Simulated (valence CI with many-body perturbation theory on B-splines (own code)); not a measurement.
## E1 line list for Kr⁵⁺

Level of theory: valence CI with perturbative core correlation (CI+MBPT): three valence electrons over a frozen Dirac-Fock core [Ar] 3d10, a basis of 11 s, 11 p, 10 d, 8 f, 5 g, 2 h functions for each j, with the one-electron correlation potential Σ1, the two-electron term Σ2, the three-electron term Σ3, Breit, model QED; selected CI, second order for the rest, scaled by the run's own slope (own B-spline code, finite nucleus).

Set against measurement, 40 paired levels are off by 204 cm⁻¹ on average, the worst by 839. These come from a selection out of Saloman, J. Phys. Chem. Ref. Data 36, 215 (2007). Levels without a partner in it may be off by more. 3 measured levels below the end of the list, from 390595 cm⁻¹ on, found no clear computed partner, and computed levels of the same name lie up to 2891 cm⁻¹ from them.

Lines 301 to 350 of 589 in falling wavelength, among levels below 551630 cm⁻¹, chosen from the strongest by gf and those to the six lowest levels. Wavelengths and rates use the calculated energies, so an error of 200 cm⁻¹ moves a line at 61.10 nm by 0.12 % and its rate by three times that or more. Electric multipoles are in the length gauge, E1 and E2 with the static RPA response of the core. Weak lines are less certain than strong ones. Lines between different terms over intervals too small for the method are left out, as are lines whose strength nearly cancels. Where a level lies close to another of its J and parity, the split of strength between their lines is uncertain.

Names give the largest LS component (configuration and term), which can be under half, so a name can repeat, a term be missing and a line seem to break the LS rules; names also repeat where a configuration has a term twice. Letters in brackets count levels of one name in rising energy.

```tsv
λ vac (nm)	λ from measured levels	Upper	Lower	A (s⁻¹)	S (a.u.) with core polarisation	S without
61.10	61.08	4p3 2P°_3/2	4s 4p2 2D_3/2	5.15e+08	2.32e-01	2.65e-01
61.06		4s 4p 4f 4D_7/2	4s 4p 4d 4D°_5/2	4.61e+09	4.15e+00	4.38e+00
60.97		4p2 4d 2D_5/2 [a]	4s 4p 4d 2D°_5/2 [a]	2.78e+09	1.86e+00	2.03e+00
60.95		4s 4p 4f 4D_7/2	4s 4p 4d 4D°_7/2	3.97e+09	3.55e+00	3.79e+00
60.89		4s2 6g 2G_9/2	4s2 4f 2F°_7/2	2.89e+09	3.22e+00	3.31e+00
60.69	60.67	4p3 2D°_3/2	4s 4p2 4P_3/2	5.72e+08	2.52e-01	2.85e-01
60.66		4p2 4d 2P_3/2 [c]	4s 4p 4d 2F°_5/2 [a]	1.50e+09	6.61e-01	7.58e-01
60.65		4p2 4d 4P_5/2	4s 4p 4d 4P°_5/2	1.72e+09	1.14e+00	1.29e+00
60.54		4s 4p 4f 4D_5/2	4s 4p 4d 4D°_5/2	6.05e+09	3.97e+00	4.23e+00
60.50		4s 4p 4f 4D_5/2	4s 4p 4d 4P°_3/2	5.28e+09	3.46e+00	3.67e+00
60.43		4s 4p 5p 2D_5/2 [b]	4s 4p 4d 4P°_5/2	8.10e+08	5.29e-01	5.90e-01
60.33		4p2 4d 4P_3/2	4s 4p 4d 4D°_3/2	2.32e+09	1.00e+00	1.13e+00
60.27		4p2 4d 4P_1/2	4s 4p 4d 4D°_1/2	2.52e+09	5.44e-01	6.13e-01
60.23		4s 4p 4f 4D_3/2	4s 4p 4d 4P°_3/2	8.69e+09	3.75e+00	3.98e+00
60.12	59.98	4s2 6p 2P°_1/2	4s2 5s 2S_1/2	6.46e+09	1.39e+00	1.51e+00
60.10		4s 4p 4f 4D_3/2	4s 4p 4d 4P°_1/2	4.62e+09	1.98e+00	2.10e+00
60.03		4s 4p 4f 4D_1/2	4s 4p 4d 4P°_3/2	3.07e+09	6.55e-01	6.88e-01
59.90		4s 4p 4f 4D_1/2	4s 4p 4d 4P°_1/2	1.55e+10	3.30e+00	3.50e+00
59.88		4s 4p 4f 2F_7/2 [b]	4s 4p 4d 2F°_7/2 [a]	6.21e+09	5.26e+00	5.87e+00
59.80		4p2 4d 2F_5/2 [b]	4s2 4f 2F°_5/2	6.79e+09	4.30e+00	4.79e+00
59.70	59.60	4s 4p 5s 2P°_3/2 [b]	4s2 5s 2S_1/2	6.67e+09	2.80e+00	3.07e+00
59.64	59.67	4p3 4S°_3/2	4s 4p2 4P_3/2	4.46e+09	1.87e+00	2.11e+00
59.55		4s 4p 5p 2P_1/2 [b]	4s2 5p 2P°_3/2	4.41e+09	9.20e-01	1.00e+00
59.48	59.46	4p3 2D°_3/2	4s 4p2 4P_1/2	4.48e+08	1.86e-01	2.10e-01
59.42		4s 4p 4f 2F_7/2 [b]	4s2 4f 2F°_5/2	7.37e+08	6.11e-01	6.78e-01
59.37		4s2 6g 2G_7/2	4s 4p 4d 2F°_5/2 [a]	1.74e+09	1.44e+00	1.51e+00
59.24		4p2 4d 2P_3/2 [b]	4s 4p 4d 2D°_5/2 [a]	1.65e+09	6.75e-01	7.64e-01
59.02		4s2 7s 2S_1/2	4s2 5p 2P°_1/2	4.67e+09	9.47e-01	1.02e+00
58.96		4s 4p 4f 2F_7/2 [b]	4s2 4f 2F°_7/2	2.64e+09	2.14e+00	2.38e+00
58.85		4p2 4d 4P_5/2	4s2 5p 2P°_3/2	2.23e+09	1.35e+00	1.51e+00
58.82		4s 4p 4d 2D°_3/2 [b]	4s2 4d 2D_5/2	4.74e+09	1.90e+00	2.16e+00
58.80	58.79	4s 4p2 2S_1/2	4s2 4p 2P°_1/2	7.38e+09	1.48e+00	1.66e+00
58.75		4s 4p 5p 2P_3/2 [b]	4s2 5p 2P°_3/2	9.98e+09	3.99e+00	4.48e+00
58.73		4s 4p 4f 4D_7/2	4s 4p 4d 4P°_5/2	8.74e+09	6.99e+00	7.45e+00
58.70		4s 4p 4f 2F_5/2 [a]	4s 4p 4d 4F°_3/2	1.03e+09	6.14e-01	6.42e-01
58.67		4s 4p 4f 4D_3/2	4s 4p 4d 4D°_1/2	2.30e+09	9.16e-01	9.81e-01
58.67		4s 4p 5p 2P_1/2 [b]	4s2 5p 2P°_1/2	5.07e+09	1.01e+00	1.16e+00
58.65		4s 4p 4f 4D_5/2	4s 4p 4d 4D°_3/2	5.54e+09	3.31e+00	3.54e+00
58.64		4s 4p 5p 2D_5/2 [b]	4s2 5p 2P°_3/2	7.72e+09	4.61e+00	5.17e+00
58.57		4s 4p 4d 4F°_3/2	4s 4p2 2D_3/2	1.02e+08	4.06e-02	4.51e-02
58.52		4s 4p 5p 2D_3/2 [b]	4s2 5p 2P°_1/2	9.54e+09	3.77e+00	4.23e+00
58.50		4s 4p 4d 2D°_3/2 [b]	4s2 4d 2D_3/2	2.76e+09	1.09e+00	1.22e+00
58.48	58.50	4p3 4S°_3/2	4s 4p2 4P_1/2	2.26e+09	8.93e-01	1.01e+00
58.45		4s 4p 4f 2F_7/2 [a]	4s 4p 4d 4F°_5/2	1.57e+09	1.24e+00	1.30e+00
58.42		4s 4p 4d 2P°_1/2 [b]	4s2 4d 2D_3/2	9.80e+09	1.93e+00	2.18e+00
58.24		4s 4p 4d 2D°_5/2 [b]	4s2 4d 2D_5/2	6.57e+09	3.84e+00	4.35e+00
58.21		4s 4p 4d 2P°_3/2 [b]	4s2 4d 2D_5/2	4.87e+09	1.90e+00	2.14e+00
58.03	58.06	4s 4p2 2P_1/2	4s2 4p 2P°_3/2	8.70e+09	1.68e+00	1.89e+00
57.93		4s 4p 4d 2D°_5/2 [b]	4s2 4d 2D_3/2	1.71e+09	9.86e-01	1.09e+00
57.90		4s 4p 4d 2P°_3/2 [b]	4s2 4d 2D_3/2	5.01e+09	1.92e+00	2.16e+00
```
